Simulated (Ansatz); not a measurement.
A nudged elastic band was laid between two geometries of C₃H₆OSi (11 atoms, charge 0, multiplicity 1).

All numbers below come from Ansatz 0.2.0, RKS r2SCAN-D4/def2-SVP.

```
movable images  : 5
climbing image  : yes
spring          : 5.0 eV/Å²
optimiser       : lbfgs
start path      : IDPP
force threshold : 0.05 eV/Å
iteration limit : 60
end points      : relaxed
largest step    : 0.02 Å
```

First end point:

```xyz
11
Properties=species:S:1:pos:R:3
C -1.502 0.896 1.864
C -0.662 0.184 1.334
Si 0.585 -0.828 0.436
C 0.781 0.021 -1.253
O -0.484 0.177 -1.876
H -2.238 1.513 2.349
H 1.859 -0.863 1.215
H 0.048 -2.209 0.279
H 1.325 0.984 -1.144
H 1.398 -0.606 -1.920
H -1.046 0.674 -1.263
```

Last end point:

```xyz
11
Properties=species:S:1:pos:R:3
C -0.754 1.633 2.323
C -0.426 0.703 1.601
Si 0.081 -0.639 0.458
C 0.415 0.030 -1.290
O 0.724 -1.043 -2.173
H -1.043 2.446 2.965
H 1.299 -1.318 0.984
H -1.020 -1.646 0.357
H -0.428 0.655 -1.651
H 1.297 0.692 -1.268
H -0.079 -1.569 -2.284
```

Question: Which bonds break or form, and what moves?

Answer: No bond is made or broken. The dihedral H7–Si3–C4–O5 goes from -173 to 62°.

Question: Give the energies along the band, and the barrier.

Answer: The run converged. The highest image is number 3 of 0 to 6, 0.156 eV above the first end and 0.106 eV above the last; the last end lies 0.050 eV above the first. Another band between the same ends (5 images) ends at a top of the same energy, where a vibrational analysis finds 1 clearly imaginary mode.

| image | path coordinate (Å) | energy (eV) | dihedral H7–Si3–C4–O5 (°) |
| --- | --- | --- | --- |
| 0 | 0.00 | 0.000 | -173 |
| 1 | 0.83 | 0.037 | 167 |
| 2 | 1.66 | 0.109 | 147 |
| 3 | 2.50 | 0.156 | 125 |
| 4 | 3.32 | 0.140 | 103 |
| 5 | 4.13 | 0.082 | 81 |
| 6 | 4.95 | 0.050 | 62 |

Question: What is the geometry of the highest image?

Answer: 
```xyz
11
Properties=species:S:1:pos:R:3:forces:R:3
C -0.879 1.313 2.290 0.01 0.00 0.01
C -0.396 0.444 1.580 0.01 0.01 0.01
Si 0.328 -0.784 0.424 0.01 0.00 0.01
C 0.593 0.031 -1.293 0.00 -0.01 0.00
O -0.221 -0.528 -2.312 -0.01 0.00 -0.01
H -1.301 2.075 2.921 -0.01 0.00 0.01
H 1.606 -1.302 0.999 0.01 0.03 0.02
H -0.634 -1.918 0.282 0.01 0.00 -0.02
H 0.472 1.132 -1.208 0.00 -0.01 0.02
H 1.640 -0.132 -1.602 -0.01 -0.02 -0.01
H -1.143 -0.388 -2.061 -0.01 0.01 -0.03
```

The run took 6.2 min on 2 threads of Arm Neoverse V2, on a shared host, peak memory 0.16 GiB.
